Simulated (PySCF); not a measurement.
Ga(F)3 cation (F3Ga), SMILES [F][Ga]([F])[F] (connectivity only; charge and spin as stated), charge +1, multiplicity 2.

Geometry optimised at B3LYP-D3(BJ)/def2-SVP. The geometry has at least one imaginary mode, so it is a saddle point at that level. The spin state was assumed, not searched. The isomer is the one that the SMILES or the coordinates give; other isomers of the formula were not compared.

Method: IEF-PCM-M06-2X/def2-SVP (PySCF 2.14.0).

The values are the electrostatic part of the solvation free energy, E(continuum) − E(gas) at the gas-phase geometry, in a cavity of scaled van der Waals radii (PySCF's table); cavitation and dispersion terms are not included. A continuum can't describe solvent molecules that bind to the metal.

```
solvent            ε  ΔG(elec) (kcal/mol)
-------------  -----  -------------------
water          78.36                -77.9
n-hexane        1.88           (withheld)
cyclohexanone  15.62                -73.4
```

### Question
What belongs in the gaps? (The exact figures need the calculation; the answer reports its results.)

### Answer

- n-hexane, ΔG(elec) (kcal/mol): -35.1
